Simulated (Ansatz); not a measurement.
Consider the redistribution: `OP[SiH2][SiH3]` + `N[SiH2][SbH2]` → `O[PH][SbH2]` + `N[SiH2][SiH2][SiH3]`.

Computed with Ansatz on PBE0-D4/def2-TZVP structures; ΔE is electronic, products minus reactants. CCSD(T)/CBS is the MP2 limit (def2-TZVPP, def2-QZVPP) plus CCSD(T) − MP2 in def2-TZVPP, frozen cores. DFT in def2-TZVPP. B3LYP here is the variant with VWN-RPA as its local correlation; programs differ in this. def2 core potentials past Kr. For Sb outer-core shells are correlated without core-valence functions, which leaves a few kJ/mol of doubt a bond. Each species was taken in one conformer, which may not be the lowest.

```csv
level,ΔE (kJ/mol),difference from CCSD(T)/CBS
PBE-D4,4.4,-6.4
r2SCAN-D4,7.1,-3.7
PBE0-D4,7.4,-3.4
B3LYP-D4,6.0,-4.8
ωB97X-V,10.3,-0.5
ωB97M-V,10.9,0.1
B2PLYP,8.3,-2.5
PBE,4.4,-6.4
r2SCAN,7.2,-3.6
PBE0,7.4,-3.4
B3LYP,5.9,-4.9
HF/def2-TZVPP,12.3,1.5
MP2/def2-TZVPP,12.4,1.6
SCS-MP2/def2-TZVPP,11.2,0.4
CCSD/def2-TZVPP,10.5,-0.3
CCSD(T)/def2-TZVPP,9.5,-1.3
HF/def2-QZVPP,12.5,1.7
MP2/def2-QZVPP,13.3,2.5
SCS-MP2/def2-QZVPP,12.3,1.5
HF/CBS(def2),12.6,1.8
MP2/CBS(def2),13.8,3.0
CCSD/CBS(def2),11.9,1.1
CCSD(T)/CBS,10.8,0
```

Largest T1 diagnostic among the species: 0.014.
